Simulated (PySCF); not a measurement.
**How methods differ on the ionisation energy of Ga¹⁹⁺**

Ga¹⁹⁺ [Ne] 3s2 (1S) → Ga²⁰⁺ [Ne] 3s1 (2S), as a difference of total energies. All numbers are calculated (PySCF 2.14, scalar relativity by spin-free X2C-1e, in an even-tempered Gaussian basis (18 s from 1.9 bohr⁻², ratio 2.5; 11 p from 2.4 bohr⁻², ratio 2.5; 5 d from 9.5 bohr⁻², ratio 2.7; 4 f from 14 bohr⁻², ratio 2.7)). Correlated levels: outer shells: 1s2 frozen; virtual orbitals above 40 to 60 times the deepest correlated orbital energy dropped. The calculations carry no spin-orbit coupling.

```json
{"method": "UHF", "ionisation energy (eV)": "761.42"}
{"method": "MP2 (outer shells)", "ionisation energy (eV)": "764.01"}
{"method": "SCS-MP2 (outer shells)", "ionisation energy (eV)": "764.30"}
{"method": "CCSD (outer shells)", "ionisation energy (eV)": "764.63"}
{"method": "CCSD(T) (outer shells)", "ionisation energy (eV)": "764.67"}
```

Question: How much does correlation contribute at CCSD(T) (outer shells)?

Answer: 764.67 − (761.42) = 3.25 eV, measured against UHF.

Breit and QED terms and the two-electron picture change are absent.

For comparison: 765.7 ± 0.9 eV (semi-empirical (NIST evaluation); NIST Atomic Spectra Database, ionization energies).
